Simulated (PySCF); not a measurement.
C4H5F3N (doublet state).
Structure used (GFN2-xTB), in Å, numbered top down from 1:
```
atom  x, y, z in Å
C1    -1.3912    0.7006   -0.5967
C2    -0.9605   -0.0650    0.5649
F3    -1.7679   -1.1475    0.8286
C4     0.3966   -0.5764    0.0547
N5     0.6216   -1.6896   -0.4788
C6     1.5475    0.4015    0.1577
F7     1.5526    1.0208    1.3626
F8     1.4472    1.3877   -0.7657
H9    -1.0699    1.7141   -0.7218
H10   -1.8806    0.1925   -1.4045
H11   -0.8489    0.5048    1.4934
H12   -0.1616   -2.3348   -0.5291
H13    2.5108   -0.1083    0.0170
```

The hyperfine couplings belong to this conformer and change with its torsions.

Identity: `[H]/N=C(/C(F)F)[C@@H]([CH2])F` [radical].

Computed with UKS B3LYP, pcH-1 on C F H N, non-relativistic, mean-field spin-orbit, GIAO (PySCF 2.14.0). Geometry: GFN2-xTB, one conformer, isolated molecule. A GFN2-xTB geometry isn't a minimum of the functional, and hyperfine couplings can be far from their values at a DFT geometry. Stability of the SCF solution: not tested.

**Question.** Where do the isotropic ENDOR lines of C1, C4, C2, C6, N5, F3, F8, F7, H9/H10 and H11 fall at 3369.8 mT, to first order?

**Answer.** ν± = |νn ± a/2|, one line for each electron-spin manifold; νn = |g_N| × 7.62259 MHz/T × B.

```tsv
nuclei	isotope	g_N	νn (MHz)	a_iso (MHz)	lower line (MHz)	upper line (MHz)
C1	13C	1.4048	36.09	84.60	6.22	78.39
C4	13C	1.4048	36.09	51.58	10.30	61.87
C2	13C	1.4048	36.09	-27.12	22.53	49.65
C6	13C	1.4048	36.09	-1.04	35.57	36.61
N5	14N	0.4038	10.37	5.27	7.74	13.01
F3	19F	5.2577	135.05	38.19	115.96	154.15
F8	19F	5.2577	135.05	33.11	118.50	151.61
F7	19F	5.2577	135.05	-3.50	133.30	136.80
H9/H10	1H	5.5857	143.48	-59.96	113.50	173.46
H11	1H	5.5857	143.48	56.32	115.32	171.64
```

The rows for 13C, of low natural abundance, apply to labelled samples.

**Question.** Which pairs are centred on the nuclear Larmor frequency, and which on half the coupling?

**Answer.** Centred on νn, since |a| < 2νn: C4, C2, C6, N5, F3, F8, F7, H9/H10 and H11. Centred on |a|/2 and split by 2νn: C1.

**Question.** At what field would the lower line of C1 fall to zero frequency?

**Answer.** Where νn = |a|/2, that is B = 42.30 MHz/(1.4048 × 7.62259 MHz/T) = 3950 mT, as far as first order holds there.

Nuclei that the bonding pattern makes equivalent are averaged, as if the motion that swaps them (rotation, inversion, ring flip) were fast.

Largest spin populations (Mulliken): C1 (+1.01), N5 (+0.12) and C2 (-0.06). No atom but C1 exceeds +0.15. The angles at C1 add up to 359.1°, so it is planar; its axial dipolar tensor and the negative couplings of its protons fit spin in a p orbital normal to that plane.
